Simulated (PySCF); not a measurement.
Species: C4H11SSi2 (doublet state).
Cartesian coordinates in Å at the GFN2-xTB level; atoms count from 1:
```xyz
18
C4H11SSi2 angstrom
Si     1.894   -1.111   -0.094
C      0.409   -0.499    0.955
C     -0.864   -1.111    0.573
C     -1.417   -0.945   -0.745
S     -2.211    0.789   -0.933
C     -0.683    1.759   -0.790
Si     0.177    1.415    0.872
H      1.905   -2.573   -0.056
H      1.802   -0.663   -1.486
H      3.113   -0.560    0.499
H      0.629   -0.746    1.997
H     -1.523   -1.468    1.350
H     -0.681   -0.964   -1.547
H     -2.249   -1.609   -0.962
H     -0.999    2.797   -0.859
H     -0.061    1.538   -1.657
H      1.461    2.121    0.908
H     -0.709    1.837    1.959
```

The hyperfine couplings belong to this conformer and change with its torsions.

Identity: `C1[SiH2][C@H]([SiH3])[CH]CS1` [radical].

Method used: UKS B3LYP, pcH-1 on C H S Si, non-relativistic, mean-field spin-orbit, GIAO (PySCF 2.14.0). Isolated species at its GFN2-xTB geometry (one conformer only). The geometry wasn't refined by DFT: couplings that depend on bond lengths, twists or pyramidal angles can differ widely from those at the functional's own minimum. Stability of the SCF solution: not tested.

Q: Break the g tensor into its mass correction, gauge correction and orbital-Zeeman/spin–orbit terms.

A: 
| Δg (ppt) | 1 | 2 | 3 |
| --- | --- | --- | --- |
| relativistic mass correction | -0.18 | -0.18 | -0.18 |
| gauge correction | 0.01 | 0.00 | 0.00 |
| orbital Zeeman/spin–orbit | -0.49 | 0.40 | 5.22 |
| total | -0.65 | 0.22 | 5.05 |

So g = 2.00167, 2.00254, 2.00736 and g_iso = 2.00386; the tensor is rhombic: the two nearest values differ by 15 % of g3 − g1. 

Q: What are the electron Larmor frequencies g μB B/h along the three axes at 3350 mT?

A: 93.8531, 93.8940, 94.1202 GHz for g1, g2 and g3, a range of 267.0 MHz.

Q: Average each term over the three axes. Which is largest in size?

A: The orbital-Zeeman/spin–orbit term 1.71, the mass correction -0.18 and the gauge correction 0.00 ppt, for a total of 1.54 ppt. The orbital-Zeeman/spin–orbit term is the largest in size. The mass correction is the same along every axis, so the anisotropy comes from the other two: their spans along these axes are 0.02 (gauge) and 5.70 ppt (orbital Zeeman/spin–orbit).

Q: What effective moment and Curie constant follow for a powder?

A: With the mean of g² = 4.0155 and S(S+1) = 0.75: μ_eff = √(⟨g²⟩S(S+1)) = 1.735 μB and χT = 0.12505·⟨g²⟩·S(S+1) = 0.377 cm³ K/mol (cgs; spin-Hamiltonian part alone).

Q: In a frozen sample, at which fields do the three g values resonate at 9.5, 34, 94 and 263 GHz (hyperfine left aside), and which band first spreads them over more than twice a line width of 0.5 mT?

A: 
```json
{"band": "X", "GHz": "9.5", "B(g3) mT": "338.13", "B(g2) mT": "338.95", "B(g1) mT": "339.09", "spread mT": "0.96"}
{"band": "Q", "GHz": "34.0", "B(g3) mT": "1210.16", "B(g2) mT": "1213.07", "B(g1) mT": "1213.60", "spread mT": "3.44"}
{"band": "W", "GHz": "94.0", "B(g3) mT": "3345.72", "B(g2) mT": "3353.78", "B(g1) mT": "3355.24", "spread mT": "9.52"}
{"band": "J", "GHz": "263.0", "B(g3) mT": "9360.91", "B(g2) mT": "9383.45", "B(g1) mT": "9387.54", "spread mT": "26.63"}
```

The spread grows in proportion to the frequency. Q band is the first where it exceeds 1.0 mT.

Largest spin populations (Mulliken): C3 (+0.85), S5 (+0.17), C4 (-0.09) and Si7 (+0.08). The positive populations add up to 1.18 and the negative ones to -0.18, together 2S = 1. The angles at C3 add up to 358.0°, so it is nearly planar; its axial dipolar tensor and the negative coupling of its proton fit spin in a p orbital normal to that plane.

The HOMO–LUMO gaps are 5.07 eV among the α and 4.07 eV among the β orbitals.

On one thread of an AMD EPYC (shared host), this took 2.7 min of wall time (with the writing of density and orbital grids) and 1.1 GiB of memory at its peak.
